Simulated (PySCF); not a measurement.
**Palladium: a sound run and one with changed settings**

Sound run: Pd [Kr] 4d10, Pd⁺ [Kr] 4d9. Calculation: PySCF 2.14, in def2-SVP with the def2 core potential (28 electrons); a scalar-relativistic core potential. In the sound run the correlated levels freeze 4s2 4p6 outside the core potential. The sound run starts from symmetry-adapted Hartree-Fock orbitals and uses a fine grid where one is needed.

Changed run: all electrons correlated in a basis built for the valence shell.

```csv
species,method,sound run (hartree),changed run (hartree),converged
Pd,MP2,-127.22337,-127.32884,yes
Pd⁺,MP2,-126.93331,-127.03566,yes
```

Ionisation energy of Pd:

```
 method  sound run (eV)  changed run (eV)
    UHF           6.270             6.270
    MP2           7.893             7.978
SCS-MP2           7.719             7.739
```

A valence basis has no tight correlating functions, so it recovers only part of the core correlation, and not evenly between atom and ion.

For comparison, NIST gives 8.337 eV between the lowest levels.
